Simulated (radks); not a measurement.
Task: Species: Nb+. Configuration: [Kr] 4d1 5s2 5p1 (not the ground configuration). Calculated with a radial shooting solver on a logarithmic mesh with Libxc functionals: Dirac Kohn-Sham, PBE, spin-unpolarised, spherical densities, finite nucleus; open shells fill j = l - 1/2 first; Fermi nuclear charge, rms radius 4.324 fm. Some entries of the table are withheld. Estimate them.

orbital,occ.,eigenvalue (eV),<r> (bohr)
1s1/2,2,-18817.50,0.03609
2s1/2,2,-2647.960,(1)
2p1/2,2,-2431.549,0.1346
2p3/2,4,-2335.784,0.1391
3s1/2,2,-457.3006,(2)
3p1/2,2,-375.8438,0.4385
3p3/2,4,-360.3237,0.4490
3d3/2,4,-216.5682,0.4308
3d5/2,6,-213.6773,0.4343
4s1/2,2,-75.8684,1.142
4p1/2,2,-52.9290,1.247
4p3/2,4,-50.7009,1.275
4d3/2,1,(3),1.735
4d5/2,0,(4),1.749
5s1/2,2,-13.3921,3.006
5p1/2,1,-8.7727,3.587
5p3/2,0,-8.5186,3.657

Result: 
(1) 2s1/2 <r> (bohr): 0.1577
(2) 3s1/2 <r> (bohr): 0.4430
(3) 4d3/2 eigenvalue (eV): -17.3745
(4) 4d5/2 eigenvalue (eV): -17.1413
